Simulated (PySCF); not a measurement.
Ga(H)2(NHMe), CH₆GaN, SMILES [GaH2][NH]C (PBE0/def2-SVP optimised geometry):

```
9

Ga     0.619     0.632     0.000
H      2.182     0.632     0.000
H     -0.331     1.875     0.000
N     -0.187    -0.996     0.000
C     -1.596    -1.297    -0.001
H      0.397    -1.826     0.000
H     -1.910    -1.875     0.889
H     -1.909    -1.875    -0.891
H     -2.182    -0.366    -0.001
```

Computed with PBE0/def2-TZVP run with PySCF.

Q: What are the frontier orbital energies and the dipole moment?

A: HOMO-2 -9.08 eV, HOMO-1 -8.45 eV, HOMO -6.72 eV, LUMO -0.74 eV, LUMO+1 0.90 eV; dipole moment 0.97 D.

On the same geometry PBE/def2-TZVP run with PySCF gives HOMO-2 -7.73 eV, HOMO-1 -7.17 eV, HOMO -5.51 eV, LUMO -1.50 eV, LUMO+1 0.06 eV; dipole moment 1.18 D.

Meta-Löwdin charges at PBE0/def2-TZVP: Ga1 0.32, H2 -0.07, H3 -0.08, N4 -0.49, C5 -0.23, H6 0.22, H7 0.10, H8 0.10, H9 0.11.
